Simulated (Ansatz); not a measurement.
Basis sets compared for the cluster Cu₂F (the lowest doublet isomer of a short search). Charge 0, multiplicity 2. Geometry r2SCAN-D4/def2-TZVP. Ansatz on 4 threads of Arm Neoverse V1 on a shared host; times are rough, and most runs start from earlier orbitals.

Cartesian coordinates in Å:
```
Cu -0.8225 -0.1597 -0.9600
Cu 0.0131 0.7920 0.9980
F 0.8094 -0.6323 -0.0381
```

The 6-31G sets use Cartesian d functions. B3LYP takes the VWN-RPA correlation. At B3LYP-D4/6-31G the charge 0 doublet is spin-contaminated (final ⟨S²⟩ up to 0.94, 0.75 for a pure state). The structure comes from a short search, and lower isomers may exist.

Binding counts from free atoms (Cu doublet, F doublet) in the same basis, without a counterpoise term.

```json
{"level": "PBE-D4/def2-SVP", "functions": "76", "energy (Eh)": "-3379.7329", "HOMO (eV)": "-3.99", "LUMO (eV)": "-3.39", "binding per atom (eV)": "2.21", "wall time": "1.2 s"}
{"level": "PBE-D4/def2-TZVP (with forces)", "functions": "121", "energy (Eh)": "-3380.3657", "HOMO (eV)": "-4.53", "LUMO (eV)": "-3.92", "binding per atom (eV)": "1.88", "wall time": "2 s"}
{"level": "r2SCAN-D4/def2-TZVP", "functions": "121", "energy (Eh)": "-3380.8699", "HOMO (eV)": "-4.62", "LUMO (eV)": "-3.54", "binding per atom (eV)": "1.87", "wall time": "4.8 s"}
{"level": "B3LYP-D4/6-31G", "functions": "67", "energy (Eh)": "-3380.3097", "HOMO (eV)": "-4.73", "LUMO (eV)": "-2.69", "binding per atom (eV)": "2.27", "wall time": "2.3 s"}
{"level": "B3LYP-D4/def2-TZVP", "functions": "121", "energy (Eh)": "-3381.0411", "HOMO (eV)": "-5.09", "LUMO (eV)": "-3.23", "binding per atom (eV)": "1.69", "wall time": "2.7 s"}
{"level": "PBE0-D4/def2-SVP", "functions": "76", "energy (Eh)": "-3379.7375", "HOMO (eV)": "-4.64", "LUMO (eV)": "-2.28", "binding per atom (eV)": "1.91", "wall time": "1.9 s"}
{"level": "PBE0-D4/def2-TZVP", "functions": "121", "energy (Eh)": "-3380.3500", "HOMO (eV)": "-5.11", "LUMO (eV)": "-2.73", "binding per atom (eV)": "1.68", "wall time": "4.9 s"}
```

(1) Estimate the rows for PBE-D4/def2-TZVPD, r2SCAN-D4/def2-TZVPD, PBE0-D4/def2-TZVPD.

Results:

(1) 
```json
{"level": "PBE-D4/def2-TZVPD", "functions": "136", "energy (Eh)": "-3380.3701", "HOMO (eV)": "-4.61", "LUMO (eV)": "-3.99", "binding per atom (eV)": "1.91", "wall time": "2.6 s"}
{"level": "r2SCAN-D4/def2-TZVPD", "functions": "136", "energy (Eh)": "-3380.8745", "HOMO (eV)": "-4.72", "LUMO (eV)": "-3.61", "binding per atom (eV)": "1.90", "wall time": "6 s"}
{"level": "PBE0-D4/def2-TZVPD", "functions": "136", "energy (Eh)": "-3380.3546", "HOMO (eV)": "-5.19", "LUMO (eV)": "-2.81", "binding per atom (eV)": "1.72", "wall time": "3.4 s"}
```
